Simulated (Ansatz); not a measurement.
A structure relaxed at PBE0-D4/def2-TZVP, charge 0, multiplicity 1:

Cartesian coordinates in Å:
```
N 0.841 0.114 -1.701
C -0.012 0.851 -0.758
Al -0.482 -0.027 0.943
O -1.450 0.760 2.088
S 0.252 -2.049 1.379
H 0.409 -0.757 -1.981
H 1.732 -0.121 -1.282
H -0.934 1.134 -1.278
H 0.466 1.813 -0.541
H -1.718 0.398 2.930
H 0.897 -2.115 0.200
```

Q: Give its formula and SMILES.

A: CH6AlNOS, `N[CH2][Al]([OH])[SH]`.

Q: Point group (tolerance 0.08 Å, 0.16 Å for H)?

A: Cs.

Q: Summarise the bond lengths by kind.

A: 1 × C–N 1.470 Å; 2 × H–N 1.012 Å; 1 × Al–C 1.971 Å; 2 × C–H 1.096 Å; 1 × Al–O 1.693 Å; 1 × Al–S 2.194 Å; 1 × H–O 0.955 Å; 1 × H–S 1.345 Å.

Computed with Ansatz.
